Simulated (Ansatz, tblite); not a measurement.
## Worked example: C3H5F + Si2H3Cl3 → C2H2ClF + CH6Cl2Si2

Species: C3H5F `C/C=C/F`, singlet; Si2H3Cl3 `Cl[SiH2][SiH](Cl)Cl`, singlet; C2H2ClF (1-chloro-2-fluoroethylene) `F/C=C/Cl`, singlet; CH6Cl2Si2 `C[SiH2][SiH](Cl)Cl`, singlet. The partners trade CH3 for Cl: C–CH3 and Si–Cl bonds give way to C–Cl and Si–CH3.

Shapes, held fixed at every level: PBE0-D4/def2-TZVP. Flexible molecules stand in one conformer, not always the lowest. Programs: Ansatz 0.2.0, tblite 0.8.0. The zero-point and thermal change to 298 K, harmonic and unscaled (PBE0-D4/def2-TZVP), is -4.8 kJ/mol.

At CCSD(T)/CBS estimate; 1 Eh = 2625.50 kJ/mol:

```
  species   energy (Eh)
    C3H5F   -216.928090
 Si2H3Cl3  -1959.444286
  C2H2ClF   -636.834666
CH6Cl2Si2  -1539.489610
```

Work out ΔH(298 K) of the reaction at this level.


1. Products less reactants: (-636.834666) + (-1539.489610) − [(-216.928090) + (-1959.444286)] = 0.048100 Eh = +126.3 kJ/mol.
2. With the thermal change: +126.3 + (-4.8) = +121.5 kJ/mol.

Other levels give +116.2 (PBE0-D4/def2-TZVPP) to +135.9 kJ/mol (HF/def2-TZVPP). No measured value is set beside it here. The CBS estimate extrapolates MP2 from def2-TZVPP and def2-QZVPP and adds CCSD(T) − MP2 in the triple-zeta set, cores frozen.
